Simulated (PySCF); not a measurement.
## `C[SiH](C)n1nccn1`: 4 charge schemes on one density

Species: C4H9N3Si.
Atom-mapped SMILES: `[CH3:1][SiH:2]([CH3:3])[n:4]1[n:5][cH:6][cH:7][n:8]1` (hydrogens: H9, H10, H11 on C1; H12 on Si2; H13, H14, H15 on C3; H16 on C6; H17 on C7)

Cartesian coordinates in Å at the GFN2-xTB level; atoms count from 1:
```xyz
17
C4H9N3Si angstrom
C     -1.6016   -1.5413    0.5664
Si    -1.0106    0.2586    0.4863
C     -1.7005    1.1607   -1.0346
N      0.7513    0.1795    0.2892
N      1.3294   -0.5829   -0.6218
C      2.6236   -0.3631   -0.4927
C      2.7987    0.5693    0.5402
N      1.6057    0.8865    1.0054
H     -1.2496   -2.0977   -0.2986
H     -1.2232   -2.0418    1.4534
H     -2.6849   -1.6050    0.5878
H     -1.1656    1.0104    1.7316
H     -1.3182    2.1754   -1.0997
H     -2.7839    1.2181   -1.0032
H     -1.4222    0.6438   -1.9498
H      3.3486   -0.8534   -1.1091
H      3.6960    0.9948    0.9394
```

Density: PBE0/pcSseg-1 (PySCF); schemes: Mulliken, IAO, Hirshfeld and ESP-fitted. The structure is a single GFN2-xTB conformer in the gas phase; no vibrational or solvent corrections.

Problem. At which atom do the 4 schemes differ most?

Solution. At N4: from -0.334 (Mulliken) to +0.543 e (ESP-fitted), 0.877 e apart.

Problem. For which atoms does the sign change between the 4 schemes (beyond +0.03 e in one, beyond −0.03 e in another)?

Solution. N4, C6 and C7. Atomic charges aren't observables, and each scheme defines them in its own way.

Problem. Which atoms carry the highest charge in the Mulliken, IAO, Hirshfeld and ESP-fitted schemes?

Solution. All schemes agree: Mulliken Si2 (+0.951); IAO Si2 (+1.057); Hirshfeld Si2 (+0.433); ESP-fitted Si2 (+0.614).

Problem. What partial charge does each atom carry?

Solution. In e:

| atom | environment | Mulliken | IAO | Hirshfeld | ESP-fitted |
| --- | --- | --- | --- | --- | --- |
| C1 | Si-methyl carbon | -0.635 | -0.728 | -0.213 | -0.525 |
| Si2 | SiH silicon | +0.951 | +1.057 | +0.433 | +0.614 |
| C3 | Si-methyl carbon | -0.633 | -0.730 | -0.213 | -0.534 |
| N4 | pyrrole-type nitrogen | -0.334 | -0.125 | -0.003 | +0.543 |
| N5 | pyridine-type nitrogen | -0.225 | -0.236 | -0.131 | -0.461 |
| C6 | aromatic CH next to a ring nitrogen | +0.049 | -0.106 | -0.033 | -0.081 |
| C7 | aromatic CH next to a ring nitrogen | +0.037 | -0.110 | -0.035 | +0.070 |
| N8 | pyridine-type nitrogen | -0.205 | -0.227 | -0.135 | -0.554 |
| H9 | methyl hydrogen | +0.157 | +0.171 | +0.046 | +0.111 |
| H10 | methyl hydrogen | +0.146 | +0.163 | +0.046 | +0.122 |
| H11 | methyl hydrogen | +0.136 | +0.157 | +0.044 | +0.146 |
| H12 | Si–H hydrogen | -0.072 | -0.117 | -0.071 | -0.150 |
| H13 | methyl hydrogen | +0.147 | +0.164 | +0.047 | +0.127 |
| H14 | methyl hydrogen | +0.138 | +0.158 | +0.045 | +0.143 |
| H15 | methyl hydrogen | +0.152 | +0.166 | +0.047 | +0.122 |
| H16 | aromatic hydrogen | +0.095 | +0.171 | +0.063 | +0.168 |
| H17 | aromatic hydrogen | +0.096 | +0.172 | +0.063 | +0.138 |

Mean size of the charges over all atoms: IAO 0.280 e, ESP-fitted 0.271 e, Mulliken 0.248 e, Hirshfeld 0.098 e. Each set sums to the total charge, 0, to within 0.001 e. The IAO scheme counts the electrons in orthogonalised intrinsic atomic orbitals, a minimal basis polarised so that it spans the occupied orbitals exactly.

Problem. Sum the charges by element, for elements with more than one atom.

Solution. 
```json
{"element": "C", "atoms": "4", "Mulliken": "-1.181", "IAO": "-1.675", "Hirshfeld": "-0.494", "ESP-fitted": "-1.070"}
{"element": "N", "atoms": "3", "Mulliken": "-0.765", "IAO": "-0.588", "Hirshfeld": "-0.269", "ESP-fitted": "-0.472"}
{"element": "H", "atoms": "9", "Mulliken": "+0.995", "IAO": "+1.206", "Hirshfeld": "+0.329", "ESP-fitted": "+0.928"}
```

Problem. How closely do the schemes follow one another over all atoms?

Solution. Correlation coefficient and root-mean-square difference: Mulliken with IAO 0.98, 0.089 e; IAO with Hirshfeld 0.98, 0.252 e; Mulliken with Hirshfeld 0.95, 0.220 e; Hirshfeld with ESP-fitted 0.85, 0.229 e; IAO with ESP-fitted 0.80, 0.233 e; Mulliken with ESP-fitted 0.72, 0.256 e.
